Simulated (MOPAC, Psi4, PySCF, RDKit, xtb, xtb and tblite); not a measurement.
Two geometries of C10H8N2, SMILES c1cncc(-c2ccncc2)c1, relaxed at GFN2-xTB with one dihedral held; other torsions can differ between them too.

Structure A

```
20

C      2.8241    -0.8621    -0.4025
C      3.3317    -0.0772     0.6222
N      2.5793     0.7155     1.3657
C      1.2857     0.7681     1.1154
C      0.6665     0.0371     0.1030
C     -0.7896     0.1166    -0.1114
C     -1.3690     1.2315    -0.7100
C     -2.7403     1.2384    -0.9073
N     -3.5326     0.2389    -0.5601
C     -2.9811    -0.8219     0.0038
C     -1.6221    -0.9404     0.2447
C      1.4651    -0.8077    -0.6611
H      3.4732    -1.5011    -0.9809
H      4.3861    -0.0824     0.8645
H      0.7073     1.4272     1.7503
H     -0.7595     2.0704    -1.0102
H     -3.2314     2.0845    -1.3701
H     -3.6648    -1.6173     0.2707
H     -1.2141    -1.8277     0.7049
H      1.0237    -1.4024    -1.4488
```

Structure B

```
20

C      2.8734    -0.8315    -0.4356
C      3.3699    -0.0946     0.6279
N      2.5989     0.6596     1.3916
C      1.3081     0.7107     1.1311
C      0.6807     0.0158     0.0899
C     -0.7698     0.1080    -0.1482
C     -1.3950    -0.5863    -1.1882
C     -2.7626    -0.4681    -1.3649
N     -3.5415     0.2748    -0.5984
C     -2.9624     0.9363     0.3883
C     -1.6048     0.8906     0.6549
C      1.5180    -0.7737    -0.7037
H      3.5293    -1.4378    -1.0412
H      4.4211    -0.1038     0.8830
H      0.7515     1.3501     1.8015
H     -0.8399    -1.2161    -1.8640
H     -3.2631    -0.9984    -2.1648
H     -3.6241     1.5361     0.9997
H     -1.2192     1.4627     1.4821
H      1.1257    -1.3462    -1.5300
```

Problem. Which is lower in energy at the level B3LYP-D3(BJ)/def2-SVP // GFN2-xTB (Psi4 1.11), and by how much?

Solution. B is lower, by 1.14 kcal/mol (dihedral C4–C5–C6–C7: 75° in A, 180° in B).

E(B) − E(A) in kcal/mol at the other levels, on the same two geometries: GFN2-xTB (xtb and tblite) 0.65; MMFF94 // GFN2-xTB (RDKit) 3.17; B3LYP/def2-SVP // GFN2-xTB (Psi4) -0.97; PBE/def2-SVP // GFN2-xTB (Psi4) -1.28; PBE-D3(BJ)/def2-SVP // GFN2-xTB (Psi4) -1.36; UFF // GFN2-xTB (RDKit) 3.49; PM3, restricted, heats of formation // GFN2-xTB (MOPAC) 0.42; PM7, restricted, heats of formation // GFN2-xTB (MOPAC) 2.09; GFN1-xTB // GFN2-xTB (xtb) -0.08; restricted B3LYP/6-31G*, spherical d, density fitting // GFN2-xTB (PySCF) -0.48; restricted Hartree-Fock/3-21G, density fitting // GFN2-xTB (PySCF) 2.33; restricted B3LYP/3-21G, density fitting // GFN2-xTB (PySCF) 0.49; restricted Hartree-Fock/STO-3G // GFN2-xTB (PySCF) -0.66.
